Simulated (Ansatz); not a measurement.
`BCC[SiH2]C` + `OC[SiH2]Br` → `BOC[SiH2]Br` + `CC[SiH2]C`  (ligand exchange at a B–C bond)

Program: Ansatz. Geometries: PBE0-D4/def2-TZVP. ΔE: electronic, gas phase. CCSD(T)/CBS adds triple-zeta CCSD(T) − MP2 to the extrapolated MP2 energy (def2 sets, frozen cores). DFT in def2-TZVPP. For Br outer-core shells are correlated without core-valence functions, which leaves a few kJ/mol of doubt a bond. Scalar relativity is left out up to krypton. One conformer a species, not always the lowest.

```json
{"species": "`BCC[SiH2]C`", "r2SCAN energy (Eh)": "-435.20130"}
{"species": "`OC[SiH2]Br`", "r2SCAN energy (Eh)": "-2979.97664"}
{"species": "`BOC[SiH2]Br`", "r2SCAN energy (Eh)": "-3005.44459"}
{"species": "`CC[SiH2]C`", "r2SCAN energy (Eh)": "-409.79061"}
```

Task: Work out ΔE.

Result: ΔE = (-3005.44459) + (-409.79061) − (-435.20130) − (-2979.97664) = -0.05726 Eh = -35.9 kcal/mol. CCSD(T)/CBS gives -36.0 kcal/mol.

Largest T1 diagnostic among the species: 0.011.
